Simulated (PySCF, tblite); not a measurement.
Isomers of C3H10O2SSi3, one GFN2-xTB conformer each. Single-point energies are computed at PBE0/pcSseg-1 (PySCF, gas phase, no added dispersion term), electronic only.

| SMILES | GFN2-xTB relative energy (kcal/mol) |
| --- | --- |
| C[S@@](=O)[C@@H]1[SiH2][SiH2][SiH2]C1=O | 135.4 |
| O=CC(=O)[SiH2][C@@H]([SiH3])S[SiH3] | 123.3 |
| C=C1[Si@@H](O)[Si@@H]([SiH3])C[S@@]1=O | 113.8 |
| C=C1CO[Si@@]1(O[SiH3])S[SiH3] | 0.0 |

Conformers: `[CH3:1][S@@:2](=[O:3])[C@@H:4]1[SiH2:5][SiH2:6][SiH2:7][C:8]1=[O:9]` with C1–S2–C4–Si5 -86°, S2–C4–Si5–Si6 -72°, C4–Si5–Si6–Si7 -14°, Si5–Si6–Si7–C8 -9°, Si6–Si7–C8–O9 -133°; `[O:1]=[CH:2][C:3](=[O:4])[SiH2:5][C@@H:6]([SiH3:7])[S:8][SiH3:9]` with O1–C2–C3–O4 114°, C2–C3–Si5–C6 69°, C3–Si5–C6–Si7 60°, Si5–C6–S8–Si9 135°; `[CH2:1]=[C:2]1[Si@@H:3]([OH:4])[Si@@H:5]([SiH3:6])[CH2:7][S@@:8]1=[O:9]` with C2–Si3–O4–H -68°, C1–C2–Si3–O4 29°, C2–Si3–Si5–Si6 -106°, Si3–Si5–C7–S8 31°, Si5–C7–S8–O9 41°; `[CH2:1]=[C:2]1[CH2:3][O:4][Si@@:5]1([O:6][SiH3:7])[S:8][SiH3:9]` with O4–Si5–O6–Si7 125°, O4–Si5–S8–Si9 20°.

**Question.** What does PBE0/pcSseg-1 give for the same structures?

**Answer.** 
| SMILES | PBE0/pcSseg-1 E (Eh) | PBE0/pcSseg-1 (kcal/mol) | GFN2-xTB (kcal/mol) | point group |
| --- | --- | --- | --- | --- |
| C=C1CO[Si@@]1(O[SiH3])S[SiH3] | -1536.68384 | 0.0 | 0.0 | C1 |
| C=C1[Si@@H](O)[Si@@H]([SiH3])C[S@@]1=O | -1536.53892 | 90.9 | 113.8 | C1 |
| O=CC(=O)[SiH2][C@@H]([SiH3])S[SiH3] | -1536.52470 | 99.9 | 123.3 | C1 |
| C[S@@](=O)[C@@H]1[SiH2][SiH2][SiH2]C1=O | -1536.50377 | 113.0 | 135.4 | C1 |

Both levels put the same isomer lowest; measured from each level's own lowest isomer, the values differ by up to 23.4 kcal/mol (O=CC(=O)[SiH2][C@@H]([SiH3])S[SiH3]: 123.3 against 99.9). As drawn, the lowest has a four-membered ring, an Si–O bond and a C=C bond outside aromatic rings, which the highest lacks; the highest has a C=O bond, an Si–Si bond and an S=O bond, which the lowest lacks.

**Question.** Which frontier levels, dipoles and rotational constants go with these structures?

**Answer.** 
```json
{"SMILES": "C=C1CO[Si@@]1(O[SiH3])S[SiH3]", "HOMO (eV, PBE0/pcSseg-1)": "-7.43", "LUMO (eV)": "-0.62", "dipole (D)": "1.16", "A, B, C (MHz)": "979.5, 703.1, 494.5"}
{"SMILES": "C=C1[Si@@H](O)[Si@@H]([SiH3])C[S@@]1=O", "HOMO (eV, PBE0/pcSseg-1)": "-6.83", "LUMO (eV)": "-1.11", "dipole (D)": "3.53", "A, B, C (MHz)": "1195, 691.7, 554.6"}
{"SMILES": "O=CC(=O)[SiH2][C@@H]([SiH3])S[SiH3]", "HOMO (eV, PBE0/pcSseg-1)": "-6.77", "LUMO (eV)": "-2.44", "dipole (D)": "1.93", "A, B, C (MHz)": "1282, 469.7, 446.0"}
{"SMILES": "C[S@@](=O)[C@@H]1[SiH2][SiH2][SiH2]C1=O", "HOMO (eV, PBE0/pcSseg-1)": "-6.91", "LUMO (eV)": "-1.71", "dipole (D)": "2.95", "A, B, C (MHz)": "1131, 821.6, 695.4"}
```

**Question.** What happens when harmonic zero-point energies from GFN2-xTB frequencies are added?

**Answer.** 
| SMILES | ZPE (kcal/mol) | electronic (kcal/mol) | with ZPE (kcal/mol) |
| --- | --- | --- | --- |
| C=C1CO[Si@@]1(O[SiH3])S[SiH3] | 74.4 | 0.0 | 0.0 |
| C=C1[Si@@H](O)[Si@@H]([SiH3])C[S@@]1=O | 73.7 | 90.9 | 90.3 |
| O=CC(=O)[SiH2][C@@H]([SiH3])S[SiH3] | 68.3 | 99.9 | 93.8 |
| C[S@@](=O)[C@@H]1[SiH2][SiH2][SiH2]C1=O | 72.8 | 113.0 | 111.4 |

The zero-point energies span 6.1 kcal/mol. The order is unchanged.
